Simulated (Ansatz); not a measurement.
Gas-phase electronic energies from Ansatz, PBE0-D4/def2-TZVP geometries. CCSD(T)/CBS is the MP2 limit (def2-TZVPP, def2-QZVPP) plus CCSD(T) − MP2 in def2-TZVPP, frozen cores. DFT in def2-TZVPP. B3LYP here is the variant with VWN-RPA as its local correlation; programs differ in this. HSE06 is defined as in plane-wave codes. Elements past krypton have def2 core potentials. For Br, Ge, In outer-core shells are correlated without core-valence functions, which leaves a few kJ/mol of doubt a bond. Scalar relativity is left out up to krypton. One conformer a species, not always the lowest.

Consider the redistribution: `[SH][GeH]` + `[NH2][In]([Br])[Br]` → `[SH][Ge][Br]` + `[NH2][InH][Br]`.

| level | ΔE (kcal/mol) | difference from CCSD(T)/CBS |
| --- | --- | --- |
| LDA (SPW92) | -7.0 | -5.2 |
| r2SCAN-D4 | -4.0 | -2.2 |
| B3LYP-D4 | -4.3 | -2.5 |
| r2SCAN0-D4 | -3.1 | -1.3 |
| BHLYP-D4 | -2.4 | -0.6 |
| B2PLYP | -3.0 | -1.2 |
| PBE | -5.1 | -3.3 |
| revPBE | -4.5 | -2.7 |
| PBE0 | -3.6 | -1.8 |
| HSE06 | -3.6 | -1.8 |
| CAM-B3LYP | -3.4 | -1.6 |
| RPA@PBE/def2-TZVPP | -1.5 | 0.3 |
| MP2/def2-TZVPP | -2.4 | -0.6 |
| CCSD(T)/def2-TZVPP | -1.6 | 0.2 |
| MP2/CBS(def2) | -2.5 | -0.7 |
| CCSD/CBS(def2) | -1.2 | 0.6 |
| CCSD(T)/CBS | -1.8 | 0 |

Largest T1 diagnostic among the species: 0.015.

From PBE to PBE0 (25 % exact exchange), in def2-TZVPP and without D4, ΔE moves by +1.5 kcal/mol. Leaving LDA and LC-ωPBE aside and taking each functional with its dispersion term where it has one, the values, not all of them listed here, spread over 3.3 kcal/mol, from BLYP-D4 to PBE-QIDH. LDA lies −1.9 kcal/mol from PBE without D4. At CCSD(T), def2-SVP lies +2.5 kcal/mol from the extrapolated value and def2-TZVPP +0.2 kcal/mol.
